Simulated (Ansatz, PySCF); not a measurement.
FeCl3, SMILES [Cl][Fe]([Cl])[Cl] (connectivity only; charge and spin as stated), neutral, multiplicity 6. Atoms are numbered in the order given.

```xyz
4

Fe     0.0000     0.0000    -0.0556
Cl     1.8528    -1.0698    -0.0563
Cl    -1.8528    -1.0698    -0.0563
Cl     0.0000     2.1395    -0.0563
```
Charge 0, spin multiplicity 6.

The structure is a stationary point at PBE0-D3(BJ)/def2-SVP. The multiplicity is an assumed one; other spin states were not compared. The isomer is the one that the SMILES or the coordinates give; other isomers of the formula were not compared.

Two levels are set side by side: PBE-D3(BJ)/def2-SVP (Ansatz, a quantum-chemistry and plane-wave program) and PBE0-D3(BJ)/def2-SVP (Ansatz). Each level has its own optimised geometry; the coordinates shown are those of the second. Frequencies come from the Hessian of PySCF at each geometry. Differences are taken from unrounded values.

```json
[
 {"quantity": "mean bond length (Å)", "PBE0-D3(BJ)": "2.139"},
 {"quantity": "bond Fe1–Cl2 (Å)", "PBE0-D3(BJ)": "2.139"},
 {"quantity": "bond Fe1–Cl3 (Å)", "PBE0-D3(BJ)": "2.139"},
 {"quantity": "bond Fe1–Cl4 (Å)", "PBE0-D3(BJ)": "2.139"},
 {"quantity": "highest harmonic wavenumber (cm⁻¹)", "PBE0-D3(BJ)": "474"},
 {"quantity": "mean harmonic wavenumber (cm⁻¹)", "PBE0-D3(BJ)": "269"},
 {"quantity": "zero-point energy (kcal/mol)", "PBE0-D3(BJ)": "2.31"}
]
```

Question: What does PBE-D3(BJ) give, and how far is it from PBE0-D3(BJ)? (The exact figures need the calculation; the answer reports its results.)

Answer: 
```json
[
 {"quantity": "mean bond length (Å)", "PBE-D3(BJ)": "2.151", "PBE-D3(BJ) minus PBE0-D3(BJ)": "0.012"},
 {"quantity": "bond Fe1–Cl2 (Å)", "PBE-D3(BJ)": "2.151", "PBE-D3(BJ) minus PBE0-D3(BJ)": "0.012"},
 {"quantity": "bond Fe1–Cl3 (Å)", "PBE-D3(BJ)": "2.151", "PBE-D3(BJ) minus PBE0-D3(BJ)": "0.012"},
 {"quantity": "bond Fe1–Cl4 (Å)", "PBE-D3(BJ)": "2.151", "PBE-D3(BJ) minus PBE0-D3(BJ)": "0.012"},
 {"quantity": "highest harmonic wavenumber (cm⁻¹)", "PBE-D3(BJ)": "445", "PBE-D3(BJ) minus PBE0-D3(BJ)": "-29"},
 {"quantity": "mean harmonic wavenumber (cm⁻¹)", "PBE-D3(BJ)": "251", "PBE-D3(BJ) minus PBE0-D3(BJ)": "-18"},
 {"quantity": "zero-point energy (kcal/mol)", "PBE-D3(BJ)": "2.15", "PBE-D3(BJ) minus PBE0-D3(BJ)": "-0.16"}
]
```

GGA bonds tend to be longer and softer than those of functionals with exact exchange. Differences between two approximate levels are no errors against the true value.
